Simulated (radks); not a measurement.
Question: Numerical settings for the niobium ion Nb+, [Kr] 4d4. All-electron calculation, non-relativistic Kohn-Sham, TPSS, spin-polarised, spherical densities, point nucleus; open shells are filled with parallel spins first (spin-orbit coupling, left out, can overturn this in heavy ions); meta-GGA in the generalised Kohn-Sham scheme; relativity is left out, which matters for an element this heavy. Program: a radial shooting solver on a logarithmic mesh with Libxc functionals. The defaults (mesh step 0.008 in ln r, mesh end at 40 bohr or more with all orbitals vanishing there, Anderson mixing 0.5 over 9 steps, residual threshold near 1e-9 with the energy settled to 1e-9 hartree or 1e-11 of itself, here a cap of 70 iterations) give E = -3755.170 hartree and 4d at -10.155 eV in 10 iterations. Run on one thread of a shared host, so times are rough (Intel(R) Xeon(R) Platinum 8559C): 0.14 s of CPU time, 0.14 s wall, 10 iterations on 2546 mesh points. One setting is changed at a time: mesh step in ln r 0.003; mesh step in ln r 0.005; mesh step in ln r 0.12; mesh end (bohr) 400; mesh end (bohr) 5; residual threshold 1e-05; residual threshold 0.001; mixing 0.2; linear mixing, mixing 1; linear mixing, mixing 0.2; mixing history 2; iteration cap 5. Which runs fail to converge, and which converge to a wrong energy?

Answer: Not converged within the cap: mesh step in ln r 0.12; linear mixing, mixing 1; iteration cap 5. Settings that end as converged yet miss the energy by more than 1 mhartree: mesh end (bohr) 5 (+0.0391 hartree).
